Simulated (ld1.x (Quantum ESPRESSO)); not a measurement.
## Transferability test, ultrasoft potential for gallium

```json
{"Element": "gallium", "Generator": "ld1.x (Quantum ESPRESSO) 7.5", "Type": "ultrasoft", "Functional": "PBE", "Relativity": "scalar-relativistic", "Frozen core": "[Ar] 3d10", "Valence charge": "3", "Reference configuration": "4s1 4p2", "Partial waves": "4s (bound): rcut 1.65, rcutus 1.95 bohr; 4s channel at -0.4 Ry: rcut 1.65, rcutus 1.95 bohr; 4p (bound): rcut 1.50, rcutus 2.10 bohr; 4p channel at 1.45 Ry: rcut 1.50, rcutus 2.10 bohr", "Local potential": "all-electron potential smoothed inside 1.90 bohr (lloc = -1)", "Core correction": "none", "Augmentation charge": "PSQ, inside the norm-conserving radii"}
```

Energies are relative to the spin-unpolarised reference configuration 4s1 4p2; without spin polarisation the order of configurations can differ from experiment. The frozen-core shift is the all-electron ΔE with the core orbitals held at their reference shape minus the fully relaxed ΔE.

```tsv
valence configuration	charge	ΔE all-electron (eV)	error AE − PS (meV)	frozen-core shift (meV)
4s2 4p1	0	-6.538	+27	+18
4s2 4p0	+1	-0.850	+69	+5.2
4s1 4p0	+2	20.278	+62	+99
4s1 4p1	+1	6.523	-0.5	+11
4s2 4p1.3	-0.3	-7.072	+21	+20
4s2 4p0.5	+0.5	-4.507	+42	+11
```

(1) What are ΔE and the potential's error for 4s0 4p3?

Levels in the configuration 4s1 4p1:

```
level  all-electron (eV)  pseudo (eV)
   4s            -17.423      -17.440
   4p             -9.942       -9.937
```

Results:

(1) ΔE = 6.833 eV all-electron; the error (AE − PS) is +32 meV.
